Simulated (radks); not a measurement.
Results of a calculation; reference values are marked as such.
Excited configurations of Li I: one electron is placed in a higher orbital outside [He]. The ground configuration is [He] 2s1. Code: a radial shooting solver on a logarithmic mesh with Libxc functionals. Model: Dirac Kohn-Sham, PBE, spin-unpolarised, spherical densities, point nucleus; open shells fill j = l - 1/2 first. Excitation = E - E(ground); binding = E(ion) - E, where the ion is the core of charge +1; n* = 1/sqrt(2 binding) in atomic units, and the quantum defect is n - n*.

| outer orbital | excitation (eV) | binding (eV) | n* | eigenvalue (eV) | <r> (bohr) |
|---|---|---|---|---|---|
| 2p1/2 | 1.787 | 3.509 | 1.969 | -1.564 | 4.880 |
| 3p1/2 | 3.538 | 1.759 | 2.781 | -0.984 | 11.12 |
| 3d3/2 | 3.765 | 1.531 | 2.981 | -0.721 | 10.55 |
| 4s1/2 | 4.094 | 1.202 | 3.364 | -0.755 | 17.96 |
| 4d3/2 | 4.353 | 0.944 | 3.797 | -0.549 | 20.02 |
| 4f5/2 | 4.391 | 0.906 | 3.876 | -0.438 | 17.57 |
| 5s1/2 | 4.537 | 0.760 | 4.231 | -0.497 | 29.07 |
| 5p1/2 | 4.620 | 0.676 | 4.486 | -0.438 | 31.95 |
| 6s1/2 | 4.772 | 0.525 | 5.093 | -0.353 | 42.92 |
| 7s1/2 | 4.912 | 0.384 | 5.953 | -0.264 | 59.33 |

The Delta-SCF ionisation energy is 5.296 eV (NIST Atomic Spectra Database: 5.392 eV, measured). Self-interaction in the functional shifts the binding energies and quantum defects, so they are the method's values and not measured ones. Spin polarisation and multiplet splitting are left out, so open shells lie too high by an amount that depends on their filling.

Beside tabulated values, note that spin-unpolarised runs miss the spin-polarisation part of the exchange energy of open shells.
